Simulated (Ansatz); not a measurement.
`O[Si@H](F)N[Si@H](O)Cl` + `CN[SiH2]O` → `CN([SiH2]O)[SiH](O)F` + `N[SiH](O)Cl`  (ligand exchange at the Si–N bond)

Calculated with Ansatz (gas phase, PBE0-D4/def2-TZVP geometries, no zero-point term in ΔE). CCSD(T)/CBS adds triple-zeta CCSD(T) − MP2 to the extrapolated MP2 energy (def2 sets, frozen cores). Functionals use def2-TZVPP. Each species was taken in one conformer, which may not be the lowest.

```csv
level,ΔE (kcal/mol)
ωB97X-V,2.0
HF/def2-TZVPP,3.1
SCS-MP2/def2-TZVPP,1.9
CCSD/def2-TZVPP,2.0
CCSD(T)/def2-TZVPP,1.8
HF/CBS(def2),3.1
MP2/CBS(def2),1.5
CCSD/CBS(def2),1.9
```

(1) What does CCSD(T)/CBS give? (An estimate is asked.)

Largest T1 diagnostic among the species: 0.011.

Results:

(1) Ansatz gave: +1.7 kcal/mol. The listed levels differ from it by 0.3, 1.4, 0.2, 0.3, 0.1, 1.4, -0.2, 0.2 kcal/mol.

The D4 term adds −0.9 kcal/mol with B3LYP and −0.4 kcal/mol with PBE0; it sums over pairs of atoms, weighted by their polarisabilities, and B3LYP, whose exchange is more repulsive, gets the larger term. In def2-TZVPP, CCSD(T) changes the Hartree–Fock value by −1.3 kcal/mol (the triples alone add −0.2 kcal/mol) and MP2 by −1.5 kcal/mol.

B3LYP here is the variant with VWN-RPA as its local correlation; programs differ in this.
